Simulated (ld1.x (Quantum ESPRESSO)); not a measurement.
# Te, TM: configuration errors across variants

Te (Z = 52), norm-conserving Troullier–Martins (Kleinman–Bylander form), made with ld1.x (Quantum ESPRESSO) 7.5 (PBEsol, scalar-relativistic). Core [Kr] 4d10, reference 5s2 5p4. Waves: 5p (bound): rc 1.55 bohr; 5s (bound): rc 1.70 bohr. Local part: the s channel. Core correction: none.

All-electron excitation energies from the reference (eV): (1) 5s2 5p3 9.753; (2) 5s2 5p2 27.722; (3) 5s2 5p1 54.678; (4) 5s1 5p4 19.626; (5) 5s1 5p5 9.285; (6) 5s2 5p3.5 3.907; (7) 5s2 5p4.3 -1.472.

6 further variants failed, have other tests or another functional or relativity, and are left out.

A true bound ghost makes a file unfit for plane-wave use even where its test errors are small: the radial tests pick states by their node count and pass the ghost by.

Errors AE − PS in meV (a dash: test not solved or not reliable):

| change | (1) | (2) | (3) | (4) | (5) | (6) | (7) | bound ghosts |
| --- | --- | --- | --- | --- | --- | --- | --- | --- |
| base | -4.4 | -21 | -58 | +17 | +19 | -1.3 | +0.2 | p |
| wave 5p (bound): rc 1.55 bohr becomes 5p (bound): rc 2.10 bohr | -4.8 | -21 | -50 | +3.9 | +2.6 | -1.4 | +0.2 | none |
| core correction a·sin(br)/r model core inside 1.72 bohr | -4.6 | -30 | -112 | -15 | -4.5 | -1.2 | +0.2 | p |
| wave 5s (bound): rc 1.70 bohr becomes 5s (bound): rc 2.08 bohr | -4.2 | -20 | -56 | +16 | +19 | -1.3 | +0.2 | p |
| all radii scaled by about 1.06 (s 1.80, p 1.64 bohr) | -4.7 | -22 | -60 | +12 | +12 | -1.4 | +0.2 | p |
| core correction a·sin(br)/r model core inside 1.46 bohr | -4.1 | -25 | -97 | -16 | -7.0 | -1.1 | +0.3 | p |

Question: Give the same row for: wave 5p (bound): rc 1.55 bohr becomes 5p (bound): rc 2.24 bohr.

Answer: -4.8, -21, -51, +4.0, +2.6, -1.5, +0.2; bound ghosts: none.
